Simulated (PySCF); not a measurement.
Ionisation energy of Ta²⁺ by level of theory

Ta²⁺ [Xe] 4f14 5d3 (4F) → Ta³⁺ [Xe] 4f14 5d2 (3F), as a difference of total energies. All numbers are calculated (PySCF 2.14, scalar relativity through the core potential, in aug-cc-pwCVDZ-PP with ECP60MDF (6s6p5d3f, 70 functions)). Correlated levels: valence: 5s2 5p6 frozen. The calculations carry no spin-orbit coupling.

```
           method  ionisation energy (eV)
              UHF                  23.140
    MP2 (valence)                  23.408
SCS-MP2 (valence)                  23.230
   CCSD (valence)                  23.472
CCSD(T) (valence)                  23.474
```

Problem. How much does correlation contribute at CCSD(T) (valence)?

Solution. 23.474 − (23.140) = 0.334 eV, measured against UHF.

The reference lies between the lowest fine-structure levels, while these numbers refer to the centres of the terms.

Errors of the correlated levels include the incompleteness of this basis and the frozen core.

For comparison: 23.1 ± 1.6 eV (theoretical estimate listed by NIST; NIST Atomic Spectra Database, ionization energies).
